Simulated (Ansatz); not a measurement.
C2H6F2O2Sn (`C[O][Sn]([F])([F])[O]C`), 13 atoms. Charge 0, multiplicity 1. Correlated methods include outer-core shells of Sn, which these sets cover unevenly. Sn takes the def2 core potential. All runs use 2 threads of an AMD EPYC 7R13 on a shared host and a share of an NVIDIA H100 80 GB. Correlated methods freeze the cores. Open-shell runs search over several starts.

Problem. Give the basis size and wall time and peak host memory of each of these runs in Ansatz. RKS r2SCAN0-D4/def2-TZVPP energy; RKS PBE0-D4/def2-TZVP relaxation (21 steps); RHF-MP2/def2-QZVPP energy; RKS PBE0-D4/def2-QZVPP energy; UKS ωB97X-V/def2-TZVPP energy of the cation; UKS ωB97M-V/def2-TZVPP energy of the cation; UKS B3LYP-D4/def2-TZVPP energy of the cation; RHF-CCSD(T)/def2-TZVPP energy; UKS r2SCAN-D4/def2-TZVPP energy of the cation; UKS PBE-D4/def2-TZVPP energy of the cation; UHF-MP2/def2-QZVPP energy of the cation; UHF-CCSD(T)/def2-TZVPP energy of the cation. (An estimate is asked.)

Solution. Ansatz gave: Other jobs shared the machine, so times are rough.

```
                    level                    job  functions  wall time  peak host memory (GiB)
       RHF-MP2/def2-QZVPP                 energy        604      4.2 s                     1.2
  UKS B3LYP-D4/def2-TZVPP   energy of the cation        320      4.6 s                    0.94
RKS r2SCAN0-D4/def2-TZVPP                 energy        320      4.7 s                    0.89
   RKS PBE0-D4/def2-QZVPP                 energy        604      4.9 s                     1.1
    UKS PBE-D4/def2-TZVPP   energy of the cation        320        7 s                    0.93
 UKS r2SCAN-D4/def2-TZVPP   energy of the cation        320      9.5 s                     1.1
   UKS ωB97X-V/def2-TZVPP   energy of the cation        320       12 s                     1.1
   UKS ωB97M-V/def2-TZVPP   energy of the cation        320       12 s                     1.2
       UHF-MP2/def2-QZVPP   energy of the cation        604       16 s                     1.3
   RHF-CCSD(T)/def2-TZVPP                 energy        320       17 s                     1.4
    RKS PBE0-D4/def2-TZVP  relaxation (21 steps)        272       69 s                    0.94
   UHF-CCSD(T)/def2-TZVPP   energy of the cation        320    2.3 min                     1.4
```

B3LYP here is the variant with VWN-RPA as its local correlation; programs differ in this.
